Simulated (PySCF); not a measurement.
C₆ coefficients of unlike pairs at LC-wPBE

Calculated with PySCF 2.14 from the dipole response of each species, C₆(A,B) = (3/π) ∫ α_A(iu) α_B(iu) du, in atomic units, from isotropic polarisabilities. For ions this is the dispersion term alone; charge-induced terms of lower order in 1/R come first.

```json
{"species": "Fe⁺", "configuration": "[Ar] 3d6 4s1 (6D)", "basis": "aug-cc-pVTZ (8s7p5d3f2g)", "relativity": "none", "α (bohr³)": "30.50", "C₆ (like pair)": "156.7"}
{"species": "Al", "configuration": "[Ne] 3s2 3p1 (2P)", "basis": "aug-cc-pwCVQZ (10s9p7d5f3g)", "relativity": "none", "α (bohr³)": "57.24", "C₆ (like pair)": "504.9"}
{"species": "Os", "configuration": "[Xe] 4f14 5d6 6s2 (5D)", "basis": "def2-TZVPPD with the def2 core potential (60 electrons) (6s5p3d2f1g)", "relativity": "core potential", "α (bohr³)": "59.30", "C₆ (like pair)": "644.0"}
{"species": "In³⁺", "configuration": "[Kr] 4d10 (1S)", "basis": "def2-QZVPPD with the def2 core potential (28 electrons) (8s6p5d4f1g)", "relativity": "core potential", "α (bohr³)": "3.430", "C₆ (like pair)": "14.74"}
```

**Question.** Estimate C₆ for In³⁺ with Al.

**Answer.** The integral gives 55.92. The combination rule 2 C_A C_B / (C_A α_B/α_A + C_B α_A/α_B) gives 53.88 and the geometric mean 86.26.

No spin-orbit coupling is included.

The other pairs:

```tsv
pair	C₆
Os, Al	562.6
Al, Fe⁺	278.8
Os, Fe⁺	317.3
In³⁺, Os	74.07
In³⁺, Fe⁺	35.66
```
